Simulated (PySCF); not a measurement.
Molecule: Pyridine-N-Oxide (SMILES [O-][n+]1ccccc1).

Atom-mapped SMILES (the numbers label the heavy atoms): `[O-:1][n+:2]1[cH:3][cH:4][cH:5][cH:6][cH:7]1`. Each H is labelled by its parent atom.

Geometry PBE0-D3(BJ)/def2-SVP throughout; GIAO in PySCF 2.14.0 with density-fitted response routines, gas phase, one conformer, non-relativistic; equivalent atoms averaged; basis pcSseg-1.

For orientation, LDA gives these shifts δ (against H2O, NH3, TMS at the same level): O1 527.4, N2 345.7, C3/C7 147.8, C4/C6 134.6, C5 122.8, H(C3)/H(C7) 7.87, H(C4)/H(C6) 7.07, H(C5) 6.61 ppm.

A run gave: O1 520.8, N2 340.3, C3/C7 143.6, C4/C6 129.8, C5 118.6, H(C3)/H(C7) 7.71, H(C4)/H(C6) 6.83, H(C5) 6.41 ppm (shifts δ (against H2O, NH3, TMS at the same level)).

Task: Which functional was used in that run?
A. BLYP
B. BHandHLYP
C. LC-wPBE
D. KT2

Result: A. O1 tells them apart best: BLYP gives 520.8, LC-wPBE gives 453.8, BHandHLYP gives 458.6, KT2 gives 482.4 ppm.
